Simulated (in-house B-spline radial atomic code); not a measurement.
Configurations of the calcium ion Ca³⁺, with energies counted from [Ne] 3s2 3p5. Level of theory: Dirac-Hartree-Fock, average of configuration, Fermi nucleus of rms radius 3.4776 fm; calculated with an all-electron radial atomic-structure program (B-spline basis). Energies include first-order Breit, QED and recoil terms.

Occupations are held fixed; configurations that lie above the ionisation limit could autoionise.

```tsv
configuration	E - E(ref) (eV)	highest orbital	its <r> (bohr)
[Ne] 3s1 3p6	24.908	3p3/2	1.215
[Ne] 3s2 3p4 5s1	51.334	5s1/2	5.252
[Ne] 3s2 3p4 4f1	53.276	4f5/2	4.378
[Ne] 3s2 3p4 7s1	60.434	7s1/2	12.37
[Ne] 3s1 3p5 5d1	80.483	5d5/2	6.993
[Ne] 3s1 3p5 5g1	82.373	5g9/2	6.868
[Ne] 3s1 3p5 6g1	85.034	6g9/2	10.99
```

Order these further configurations by energy, lowest first.
A. [He] 2s2 2p5 3s2 3p6
B. [Ne] 3s1 3p5 4d1
C. [Ne] 3s2 3p4 6g1
D. [Ne] 3s1 3p5 7f1
E. [Ne] 3s2 3p4 6f1

E (60.92 eV), C (61.001 eV), B (73.474 eV), D (86.58 eV), A (325.34 eV).

How far above the reference does [Ne] 3s1 3p5 7d1 lie?

85.995 eV; its least bound orbital is 7d5/2 with <r> = 15.32 bohr.

How far above the reference does [Ne] 3s2 3p4 5d1 lie?

56.485 eV; its least bound orbital is 5d5/2 with <r> = 7.015 bohr.
